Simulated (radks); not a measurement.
Results of a calculation; reference values are marked as such.
Removal energies from the iridium ion Ir3+, [Xe] 4f14 5d6, by Delta-SCF beside the eigenvalue of the level emptied. Level of theory: scalar-relativistic Kohn-Sham, r2SCAN, spin-polarised, spherical densities, finite nucleus; meta-GGA in the generalised Kohn-Sham scheme; Fermi nuclear charge, rms radius of each element as measured or else 0.836 A^(1/3) + 0.57 fm (a radial shooting solver on a logarithmic mesh with Libxc functionals). Open shells are filled with parallel spins first.

removed from	final configuration	Delta-SCF (eV)	-eigenvalue (eV)
5d	[Xe] 4f14 5d5	40.686	34.611
5p	[Kr] 4d10 4f14 5s2 5p5 5d6	93.224	85.634
4f	[Xe] 4f13 5d6	107.20	94.207
5s	[Kr] 4d10 4f14 5s1 5p6 5d6	138.23	130.13
